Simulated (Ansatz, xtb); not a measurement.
**Relative energy of two structures of B2H8Si2**

Structure X: `BB[SiH2][SiH3]`, a singlet. Structure Y: a singlet given by its coordinates. Both are isolated molecules in the gas phase, relaxed with PBE0-D3(BJ)/def2-SVP; the shapes shown needn't be the lowest conformers.

X (Å):

```yaml
atoms:
  - { symbol: B, position_ang: [2.1512, -0.0409, 0.2162] }
  - { symbol: B, position_ang: [1.6331, -1.4975, 0.7278] }
  - { symbol: Si, position_ang: [1.5180, 1.5820, 1.2246] }
  - { symbol: Si, position_ang: [-0.2760, 2.3839, -0.0752] }
  - { symbol: H, position_ang: [2.8363, 0.1800, -0.7568] }
  - { symbol: H, position_ang: [2.2894, -2.1518, 1.5110] }
  - { symbol: H, position_ang: [0.5515, -1.9516, 0.4201] }
  - { symbol: H, position_ang: [0.9977, 1.3091, 2.6020] }
  - { symbol: H, position_ang: [2.5533, 2.6611, 1.3107] }
  - { symbol: H, position_ang: [-0.8591, 3.6135, 0.5448] }
  - { symbol: H, position_ang: [0.1963, 2.7135, -1.4549] }
  - { symbol: H, position_ang: [-1.3413, 1.3387, -0.1702] }
```

Y (Å):

```xyz
12

B    -1.5452    0.3407   -1.1640
B    -0.3467    0.8623   -1.8929
Si   -0.7703    1.7023    0.2564
Si    0.3882   -0.9883   -1.1812
H    -0.4526    0.9510    1.5108
H     0.4204    2.5445   -0.0677
H    -1.9391    2.6050    0.4772
H    -2.4976   -0.2500   -0.7535
H     0.4885    1.4911   -2.4687
H     0.8152   -1.6509   -2.4494
H     1.5758   -0.7247   -0.3099
H    -0.5056   -1.9266   -0.4375
```

Close contacts (Å): B1–B2 1.50, B1–Si3 2.11, B1–Si4 2.35, B2–Si3 2.35, B2–Si4 2.11, B1–H8 1.19, B2–H9 1.19, Si3–H5 1.50, Si3–H6 1.49, Si3–H7 1.49, Si4–H10 1.49, Si4–H11 1.50, Si4–H12 1.49.

Q: Which of the two would you expect CCSD(T)/def2-SVP + ΔMP2/def2-TZVPP electronic energies to favour?

A: Not settled: CCSD(T)/def2-SVP + ΔMP2/def2-TZVPP gives E(Y) − E(X) = −13.0 kJ/mol, but this leans on the basis-set step: CCSD(T) alone gives +0.3 kJ/mol.

The same difference at several levels:

```
                             level              geometry  E(Y) − E(X) (kJ/mol)  departure from the last row (kJ/mol)  job, with rough time for the two
              PBE0-D3(BJ)/def2-SVP  PBE0-D3(BJ)/def2-SVP                   −11.3                                  +1.7                optimisation, 45 s
                       HF/def2-SVP  PBE0-D3(BJ)/def2-SVP                   +77.1                                 +90.1           part of the CCSD(T) run
                      MP2/def2-SVP  PBE0-D3(BJ)/def2-SVP                   −13.6                                  −0.6           part of the CCSD(T) run
                  CCSD(T)/def2-SVP  PBE0-D3(BJ)/def2-SVP                    +0.3                                 +13.3                      single point
CCSD(T)/def2-SVP + ΔMP2/def2-TZVPP  PBE0-D3(BJ)/def2-SVP                   −13.0                                                      single point, 14 s
```

HF/def2-SVP puts the two in the other order. CCSD(T)/def2-SVP finds them nearly level. The largest departure from CCSD(T)/def2-SVP + ΔMP2/def2-TZVPP is that of HF/def2-SVP, 90.1 kJ/mol. Levels run at GFN2-xTB geometries aren't shown. The last row adds to CCSD(T) the change of the MP2 difference between the two basis sets, here −13.3 kJ/mol, a large step that makes the value less sure.

With harmonic frequencies from PBE0-D3(BJ)/def2-SVP (ideal gas, rigid rotor, one conformer each, 600 K, 1 atm): on the last row, ΔE + ΔZPE = −11.1 kJ/mol. A mode under 50 cm⁻¹ makes harmonic enthalpies and free energies unreliable, so none is given.

The correlated steps freeze 12 core orbitals. Run with Ansatz 0.2.0; the last row on 2 threads of Intel(R) Xeon(R) 6975P-C (Granite Rapids) on a shared host.
